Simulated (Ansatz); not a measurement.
Isolated molecules relaxed with PBE0-D4/def2-TZVP in Ansatz; ΔE leaves out vibrations. CCSD(T)/CBS adds triple-zeta CCSD(T) − MP2 to the extrapolated MP2 energy (def2 sets, frozen cores). Functionals use def2-TZVPP. B3LYP here is the variant with VWN-RPA as its local correlation; programs differ in this. HSE06 is defined as in plane-wave codes. def2 core potentials past Kr. For Br, In, Mg outer-core shells are correlated without core-valence functions, which leaves a few kJ/mol of doubt a bond. Scalar relativity is left out up to krypton. One conformer a species, not always the lowest.

Reaction (redistribution): `C[O][Mg][Br]` + `[SH][In]([SH])[Br]` → `[Br][Mg][Br]` + `C[O][In]([SH])[SH]`

```tsv
level	ΔE (kcal/mol)	difference from CCSD(T)/CBS
LDA (SPW92)	5.5	-0.4
PBE-D4	4.8	-1.1
revPBE-D4	4.3	-1.6
r2SCAN-D4	5.1	-0.8
B97M-V	4.8	-1.1
PBE0-D4	5.8	-0.1
B3LYP-D4	6.4	0.5
r2SCANh-D4	5.6	-0.3
r2SCAN0-D4	6.2	0.3
HSE06-D4	5.8	-0.1
CAM-B3LYP-D4	6.5	0.6
ωB97X-V	5.3	-0.6
ωB97M-V	5.9	0.0
PBE-QIDH	6.2	0.3
PBE	5.1	-0.8
revPBE	5.0	-0.9
BLYP	6.1	0.2
r2SCAN	5.3	-0.6
PBE0	6.0	0.1
B3LYP	6.8	0.9
r2SCANh	5.7	-0.2
HSE06	6.0	0.1
BHLYP	7.4	1.5
CAM-B3LYP	6.7	0.8
LC-ωPBE	5.8	-0.1
RPA@PBE/def2-TZVPP	5.1	-0.8
HF/def2-SVP	11.3	5.4
MP2/def2-SVP	8.6	2.7
CCSD/def2-SVP	8.8	2.9
CCSD(T)/def2-SVP	8.3	2.4
HF/def2-TZVPP	7.3	1.4
MP2/def2-TZVPP	6.4	0.5
SCS-MP2/def2-TZVPP	6.4	0.5
CCSD/def2-TZVPP	6.2	0.3
CCSD(T)/def2-TZVPP	5.4	-0.5
HF/def2-QZVPP	7.6	1.7
SCS-MP2/def2-QZVPP	6.8	0.9
HF/CBS(def2)	7.7	1.8
MP2/CBS(def2)	6.8	0.9
CCSD/CBS(def2)	6.6	0.7
CCSD(T)/CBS	5.9	0
```

Largest T1 diagnostic among the species: 0.015.

From r2SCAN to r2SCAN0 (25 % exact exchange), in def2-TZVPP and without D4, ΔE moves by +1.0 kcal/mol. Leaving LDA and LC-ωPBE aside and taking each functional with its dispersion term where it has one, the values, not all of them listed here, spread over 3.0 kcal/mol, from revPBE-D4 to BHLYP-D4. At CCSD(T), def2-SVP lies +2.4 kcal/mol from the extrapolated value and def2-TZVPP −0.5 kcal/mol.
